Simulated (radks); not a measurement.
The numbers below are computed, except where a source is named.
Spherical quantum dot in the effective-mass picture: electrons in a hard-walled sphere of radius 4.59, with a point charge +2 (a donor) at the centre, all in effective atomic units (hartree* = m*/eps^2 hartree, bohr* = eps/m* bohr), one dielectric constant everywhere. Level of theory: non-relativistic Kohn-Sham, PBEsol, spin-polarised, spherical densities (a radial shooting solver with Libxc functionals). Levels are named by radial order and angular momentum (1s, 1p, 1d, 2s, ...), and open shells are averaged over m. Results are scaled to m* = 0.105 and eps = 4.5, for which hartree* = 141.1 meV and bohr* = 2.268 nm.

N = 9, configuration 1s2 1p6 2s(up 1, down 0). This is the lowest configuration that the search found. Occupied and some empty levels:

| level | occupation | eigenvalue (meV) | <r> (nm) |
|---|---|---|---|
| 1s up | 1 | 257.25 | 2.709 |
| 1s down | 1 | 262.95 | 2.888 |
| 2s up | 1 | 320.94 | 6.104 |
| 1p up | 3 | 322.23 | 6.686 |
| 1p down | 3 | 324.40 | 6.660 |
| 2s down | 0 | 325.19 | 5.975 |
| 1d up | 0 | 358.90 | 7.126 |
| 1d down | 0 | 361.38 | 7.114 |
| 1f up | 0 | 405.37 | 7.418 |
| 1f down | 0 | 408.04 | 7.412 |
| 2p up | 0 | 454.47 | 5.217 |
| 2p down | 0 | 455.48 | 5.240 |
| 1g up | 0 | 461.41 | 7.645 |
| 1g down | 0 | 464.18 | 7.642 |

Energy (meV): total 871.936, kinetic 876.49, external -1625.4, Hartree 2032.7, exchange-correlation -411.89.
